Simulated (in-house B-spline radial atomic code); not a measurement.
A calculation on Sn⁶⁺ (an excited or competing configuration): its settings, and results tabulated from the run. Method: scalar-relativistic (X2C) BHandHLYP, spin-polarised, spherical fractional occupations, exact exchange averaged over the configuration, Fermi nucleus of rms radius 4.6519 fm. Calculated with an all-electron radial atomic-structure program (B-spline basis).

Command:
```bash
python run_scf.py task.json out
```
Settings (nuclear radius in fm, mass in u):
```
Z                50
configuration    [Kr] 4d7 5d1
hamiltonian      x2c
method           bhandhlyp
spin_polarised   True
nucleus          fermi
rms_radius       4.6519
atomic_mass      119.9022
speed_of_light   137.035999084
exact_exchange   averaged over the configuration
```

Output (hartree, bohr):
```
 radial grid: 68 intervals, B-splines of order 8, outer radius 21.6418 bohr

 iter        energy (Eh)    residual
    1       -6145.524849    1.00e+00
    2       -6159.728543    4.84e-01
    3       -6164.095778    1.43e-01
    4       -6164.463217    4.49e-02
    5       -6164.488026    1.81e-02
    6       -6164.494528    2.07e-03
    7       -6164.494575    2.61e-04
    8       -6164.494575    1.79e-05
    9       -6164.494575    1.41e-06
   10       -6164.494575    3.26e-08

 total energy                     -6164.49458
 kinetic                            6492.3922
 electron-nucleus                 -14810.2897
 Hartree                            2316.3328
 exact exchange                      -80.0134
 exchange-correlation                -82.9165

 orbital      occ     eigenvalue          <r>       <r^2>       <1/r>       r_max
 1s up      1.000     -1075.1544     0.028471  0.00110753     55.4974     0.01809
 1s down    1.000     -1075.1540    0.0284709  0.00110752     55.4975     0.01809
 2s up      1.000      -167.2140     0.124918   0.0184653     12.5938      0.1059
 2s down    1.000      -167.1606     0.124903   0.0184609     12.5957      0.1059
 2p up      3.000      -150.4600     0.109336    0.014612     11.6994     0.08466
 2p down    3.000      -150.4111     0.109314    0.014606     11.7015     0.08465
 3s up      1.000       -35.9550     0.338116    0.130839     4.41801      0.3071
 3s down    1.000       -35.9300     0.337993    0.130705     4.41813      0.3072
 3p up      3.000       -30.4029     0.336511     0.13149      4.1284      0.3005
 3p down    3.000       -30.3731     0.336337    0.131296     4.12868      0.3006
 3d up      5.000       -21.8361     0.313571    0.116602     3.87471      0.2507
 3d down    5.000       -21.7763     0.313889    0.116817      3.8705      0.2511
 4s up      1.000        -8.9540     0.805162    0.730556     1.73829      0.7414
 4s down    1.000        -8.7469     0.804625    0.730046     1.74082      0.7399
 4p up      3.000        -7.1903     0.858619    0.836514     1.58452      0.7797
 4p down    3.000        -6.9509     0.859976    0.839993      1.5827      0.7786
 4d up      5.000        -4.5203      0.98241     1.11458     1.33598      0.8537
 4d down    2.000        -4.3788     0.991034     1.13688     1.32762      0.8555
 5d up      1.000        -1.8234      2.44712     6.68638    0.530126       2.301
```

Time taken, with all properties: 0.45 s on 1 thread of Arm Neoverse N1, on a shared host.

One-electron X2C: radii and densities carry no picture-change correction, so inner-shell <1/r> comes out high (for 1s by about 2 % at Z = 33, 5 % at 54, 10 % at 75, 30 % at 118) and <r> low.
